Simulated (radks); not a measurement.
Polarisabilities and homonuclear dispersion coefficients (atomic units). Level of theory: scalar-relativistic Kohn-Sham, LDA (Slater exchange, Perdew-Wang correlation), spin-unpolarised, spherical densities, finite nucleus; Fermi nuclear charge, rms radius of each element as measured or else 0.836 A^(1/3) + 0.57 fm (a radial shooting solver on a logarithmic mesh with Libxc functionals). Response by self-consistent Sternheimer equations with the Hartree and adiabatic LDA kernel, the relativistic mass of each level held fixed and spin-orbit coupling left out. "Uncoupled" leaves out the induced potential. Quadrupole and octupole values are given only where no p, d or f shell is open.

species	configuration	alpha1 (bohr^3)	alpha1, uncoupled	alpha2 (bohr^5)	alpha3 (bohr^7)	C6	C8	recommended alpha1
Ne	[Ne]	3.057	3.490	9.689	65.38	7.409	114.9	2.6611 +/- 3e-05
Mg2+	[Ne]	0.5135	0.5822	0.6063	1.284	0.6234	3.754	-
Al3+	[Ne]	0.2831	0.3187	0.2435	0.3600	0.2651	1.171	-
Si4+	[Ne]	0.1713	0.1915	0.1129	0.1241	0.1279	0.4347	-
P5+	[Ne]	0.1106	0.1228	0.05780	0.04932	0.06752	0.1826	-
S6+	[Ne]	0.07490	0.08273	0.03189	0.02178	0.03816	0.08425	-
Cl7+	[Ne]	0.05270	0.05790	0.01865	0.01044	0.02276	0.04184	-
Ar8+	[Ne]	0.03824	0.04181	0.01143	0.005348	0.01419	0.02206	-

Recommended values: Schwerdtfeger and Nagle, table of static dipole polarisabilities (2023 update), measured or computed.
